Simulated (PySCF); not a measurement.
Si(NCS)H3, CH3NSSi.
SMILES: `[SiH3]N=C=S`

The closed-shell ground state was solved at several levels (PySCF, density fitting, gas phase, non-relativistic). Isolated species at its PBE0-D3(BJ)/def2-SVP geometry, gas phase.

```json
{"level": "PBE0/pcSseg-1", "basis functions": "97", "HOMO (eV)": "-7.56", "LUMO (eV)": "-0.59", "gap (eV)": "6.97", "dipole (D)": "2.44"}
{"level": "B3LYP/pcSseg-1", "basis functions": "97", "HOMO (eV)": "-7.29", "LUMO (eV)": "-0.76", "gap (eV)": "6.53", "dipole (D)": "2.36"}
```

Task: Estimate the row for wB97X-D/def2-SVPD, a basis of 115 functions; the other rows only guide the guess.

Result: HOMO -9.36 eV, LUMO 0.98 eV, gap 10.34 eV, dipole 2.47 D.

Task: Over all these levels, which gives the widest orbital gap and which the narrowest?

Result: wB97X-D/def2-SVPD (range-separated hybrid) has the widest, 10.34 eV, and B3LYP/pcSseg-1 (global hybrid, 20 % exact exchange) the narrowest, 6.53 eV. Functional and basis both differ between the two, so the spread mixes both effects.

Task: How far do the dipole and the HOMO energy spread over the levels?

Result: The dipole runs from 2.36 to 2.47 D (mean 2.42 D) and the HOMO from -9.36 to -7.29 eV.
